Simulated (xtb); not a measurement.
boroxine (H3B3O3), singlet, geometry from GFN2-xTB, atoms displaced at random by about 0.02 Å a coordinate; GFN2-xTB (xtb).

Here is a job for xtb.
```
$ xtb mol.xyz --gfn 2 --opt extreme --json

# file mol.xyz
9

B     -0.62959883     1.15863257     0.28678931
O     -1.29997526     0.02661112     0.22948253
B     -0.71782614    -1.14128857    -0.00368763
O      0.64168934    -1.19429515    -0.22814974
B      1.37275118    -0.04478198    -0.23522134
O      0.68107428     1.17097999     0.06393028
H     -1.16398730     2.21006828     0.43019422
H     -1.33984962    -2.16362093    -0.01458596
H      2.48594673    -0.06732504    -0.41894123
```

Problem. What does xtb print? Leave out banner, timings and long lists.

Solution. 
```
   ID    Z sym.   atoms
    1    5 B      1, 3, 5
    2    8 O      2, 4, 6
    3    1 H      7-9

           -------------------------------------------------
          |                Calculation Setup                |
           -------------------------------------------------

           -------------------------------------------------
          |                 G F N 2 - x T B                 |
           -------------------------------------------------

          ...................................................
          :                      SETUP                      :
          :.................................................:
          :  # basis functions                  27          :
          :  # atomic orbitals                  27          :
          :  # shells                           15          :
          :  # electrons                        30          :
          :  max. iterations                   250          :
          :  Hamiltonian                  GFN2-xTB          :
          :  restarted?                      false          :
          :  GBSA solvation                  false          :
          :  PC potential                    false          :
          :  electronic temp.          300.0000000     K    :
          :  accuracy                    1.0000000          :
          :  -> integral cutoff          0.2500000E+02      :
          :  -> integral neglect         0.1000000E-07      :
          :  -> SCF convergence          0.1000000E-05 Eh   :
          :  -> wf. convergence          0.1000000E-03 e    :
          :  Broyden damping             0.4000000          :
          :  net charge                          0          :
          :  unpaired electrons                  0          :
          ...................................................

 iter      E             dE          RMSdq      gap      omega  full diag
   1    -17.4939129 -0.174939E+02  0.125E+01    6.84       0.0  T
   2    -17.8050871 -0.311174E+00  0.753E+00    4.86       1.0  T
   3    -17.8162420 -0.111549E-01  0.307E+00    5.43       1.0  T
   4    -17.8179819 -0.173985E-02  0.727E-01    5.23       1.0  T
   5    -17.8189593 -0.977393E-03  0.595E-01    5.58       1.0  T
   6    -17.8215010 -0.254171E-02  0.781E-02    5.41       1.0  T
   7    -17.8214842  0.168143E-04  0.482E-02    5.40       1.0  T
   8    -17.8215055 -0.213552E-04  0.119E-02    5.41       2.8  T
   9    -17.8215059 -0.361816E-06  0.680E-03    5.41       4.9  T
  10    -17.8215063 -0.383766E-06  0.717E-04    5.41      46.5  T
  11    -17.8215063 -0.100222E-08  0.378E-04    5.41      88.1  T

   *** convergence criteria satisfied after 11 iterations ***

         :::::::::::::::::::::::::::::::::::::::::::::::::::::
         ::                     SUMMARY                     ::
         :::::::::::::::::::::::::::::::::::::::::::::::::::::
         :: total energy             -17.700086842444 Eh    ::
         :: gradient norm              0.093616973627 Eh/a0 ::
         :: HOMO-LUMO gap              5.410846149957 eV    ::
         ::.................................................::
         :: SCC energy               -17.821504578282 Eh    ::
         :: -> isotropic ES            0.127312262527 Eh    ::
         :: -> anisotropic ES          0.003412724093 Eh    ::
         :: -> anisotropic XC         -0.003015855189 Eh    ::
         :: -> dispersion             -0.004527280973 Eh    ::
         :: repulsion energy           0.121417735838 Eh    ::
         :: add. restraining           0.000000000000 Eh    ::
         :: total charge              -0.000000000000 e     ::
         :::::::::::::::::::::::::::::::::::::::::::::::::::::

      -----------------------------------------------------------
     |                   =====================                   |
     |                        A N C O P T                        |
     |                   =====================                   |
     |               Approximate Normal Coordinate               |
     |                Rational Function Optimizer                |
      -----------------------------------------------------------
      -----------------------------------------------------------
     |                   =====================                   |
     |                        A N C O P T                        |
     |                   =====================                   |
     |               Approximate Normal Coordinate               |
     |                Rational Function Optimizer                |
      -----------------------------------------------------------

          ...................................................
          :                      SETUP                      :
          :.................................................:
          :   optimization level           extreme          :
          :   max. optcycles                   200          :
          :   ANC micro-cycles                  20          :
          :   degrees of freedom                21          :
          :.................................................:
          :   RF solver                   davidson          :
          :   write xtbopt.log                true          :
          :   linear?                        false          :
          :   energy convergence         0.5000000E-07 Eh   :
          :   grad. convergence          0.5000000E-04 Eh/α :
          :   maxmium RF displ.          1.0000000          :
          :   Hlow (freq-cutoff)         0.1000000E-01      :
          :   Hmax (freq-cutoff)         5.0000000          :
          :   S6 in model hess.         20.0000000          :
          ...................................................

generating ANC from exact Hessian ...
Using Lindh-Hessian (1995)
 Shifting diagonal of input Hessian by    0.0000000000000000
 Lowest  eigenvalues of input Hessian
    0.000000    0.000000    0.000000    0.000000    0.000000    0.000000
[...]
 * total energy  :   -17.7000868 Eh     change       -0.1027836E-08 Eh
 * total energy  :   -17.7052823 Eh     change       -0.5195459E-02 Eh
 * total energy  :   -17.7067435 Eh     change       -0.1461168E-02 Eh
 * total energy  :   -17.7070338 Eh     change       -0.2903281E-03 Eh
 * total energy  :   -17.7070827 Eh     change       -0.4894024E-04 Eh
 * total energy  :   -17.7071101 Eh     change       -0.2733064E-04 Eh
 * total energy  :   -17.7071152 Eh     change       -0.5143084E-05 Eh
 * total energy  :   -17.7071166 Eh     change       -0.1423876E-05 Eh
 * total energy  :   -17.7071169 Eh     change       -0.2142458E-06 Eh
 * total energy  :   -17.7071171 Eh     change       -0.2765876E-06 Eh
 * total energy  :   -17.7071172 Eh     change       -0.2665871E-07 Eh
   *** GEOMETRY OPTIMIZATION CONVERGED AFTER 11 ITERATIONS ***
[...]

         :::::::::::::::::::::::::::::::::::::::::::::::::::::
         ::                     SUMMARY                     ::
         :::::::::::::::::::::::::::::::::::::::::::::::::::::
         :: total energy             -17.707117154127 Eh    ::
         :: gradient norm              0.000032871182 Eh/a0 ::
         :: HOMO-LUMO gap              5.686747442360 eV    ::
         ::.................................................::
         :: SCC energy               -17.821637274061 Eh    ::
         :: -> isotropic ES            0.127189982189 Eh    ::
         :: -> anisotropic ES          0.003552860585 Eh    ::
         :: -> anisotropic XC         -0.002978829436 Eh    ::
         :: -> dispersion             -0.004519137907 Eh    ::
         :: repulsion energy           0.114520119935 Eh    ::
         :: add. restraining           0.000000000000 Eh    ::
         :: total charge              -0.000000000000 e     ::
         :::::::::::::::::::::::::::::::::::::::::::::::::::::

           -------------------------------------------------
          |                Property Printout                |
           -------------------------------------------------

    * Orbital Energies and Occupations

         #    Occupation            Energy/Eh            Energy/eV
      -------------------------------------------------------------
         1        2.0000           -0.7031267             -19.1331
       ...           ...                  ...                  ...
         3        2.0000           -0.6989733             -19.0200
         4        2.0000           -0.6069925             -16.5171
         5        2.0000           -0.6069876             -16.5170
         6        2.0000           -0.5758680             -15.6702
         7        2.0000           -0.5687820             -15.4773
         8        2.0000           -0.5576743             -15.1751
         9        2.0000           -0.5029432             -13.6858
        10        2.0000           -0.5029384             -13.6857
        11        2.0000           -0.4932270             -13.4214
        12        2.0000           -0.4932255             -13.4213
        13        2.0000           -0.4881314             -13.2827
        14        2.0000           -0.4356681             -11.8551
        15        2.0000           -0.4356622             -11.8550 (HOMO)
        16                         -0.2266781              -6.1682 (LUMO)
        17                         -0.2266705              -6.1680
        18                         -0.1166021              -3.1729
        19                          0.1855228               5.0483
        20                          0.2191167               5.9625
        21                          0.2191201               5.9626
        22                          0.4077464              11.0953
        23                          0.4077536              11.0955
        24                          0.4455364              12.1237
        25                          0.4740254              12.8989
        26                          0.4740613              12.8999
        27                          0.5967711              16.2390
      -------------------------------------------------------------
                  HL-Gap            0.2089841 Eh            5.6867 eV
             Fermi-level           -0.3311702 Eh           -9.0116 eV

     #   Z          covCN         q      C6AA      α(0)
     1   5 B        2.628     0.434    15.662     6.688
     2   8 O        1.575    -0.366    20.259     6.074
     3   5 B        2.628     0.434    15.662     6.688
     4   8 O        1.575    -0.366    20.259     6.074
     5   5 B        2.628     0.434    15.662     6.688
     6   8 O        1.575    -0.366    20.259     6.074
     7   1 H        0.939    -0.068     4.555     3.337
     8   1 H        0.939    -0.068     4.555     3.337
     9   1 H        0.939    -0.068     4.555     3.337

 Mol. C6AA /au·bohr⁶  :        997.324617
 Mol. C8AA /au·bohr⁸  :      24607.477660
 Mol. α(0) /au        :         48.294430

Wiberg/Mayer (AO) data.
largest (>0.10) Wiberg bond orders for each atom

 ---------------------------------------------------------------------------
     #   Z sym  total        # sym  WBO       # sym  WBO       # sym  WBO
 ---------------------------------------------------------------------------
     1   5 B    3.315 --     6 O    1.141     2 O    1.141     7 H    0.951
     2   8 O    2.399 --     3 B    1.141     1 B    1.141
     3   5 B    3.315 --     2 O    1.141     4 O    1.141     8 H    0.951
     4   8 O    2.399 --     5 B    1.141     3 B    1.141
     5   5 B    3.315 --     4 O    1.141     6 O    1.141     9 H    0.951
     6   8 O    2.399 --     1 B    1.141     5 B    1.141
     7   1 H    0.995 --     1 B    0.951
     8   1 H    0.995 --     3 B    0.951
     9   1 H    0.995 --     5 B    0.951
 ---------------------------------------------------------------------------

Topologies differ in total number of bonds
Writing topology from bond orders to xtbtopo.mol

molecular dipole:
                 x           y           z       tot (Debye)
 q only:        0.000       0.000      -0.000
   full:        0.000       0.000      -0.000       0.000
molecular quadrupole (traceless):
                xx          xy          yy          xz          yz          zz
 q only:       -0.758      -0.046      -0.792       0.395      -0.275       1.550
  q+dip:       -1.679      -0.101      -1.754       0.874      -0.609       3.433
   full:       -2.914      -0.176      -3.044       1.518      -1.058       5.958

optimized geometry written to: xtbopt.xyz

           -------------------------------------------------
          | TOTAL ENERGY              -17.707117154127 Eh   |
          | GRADIENT NORM               0.000032871182 Eh/α |
          | HOMO-LUMO GAP               5.686747442360 eV   |
           -------------------------------------------------
```
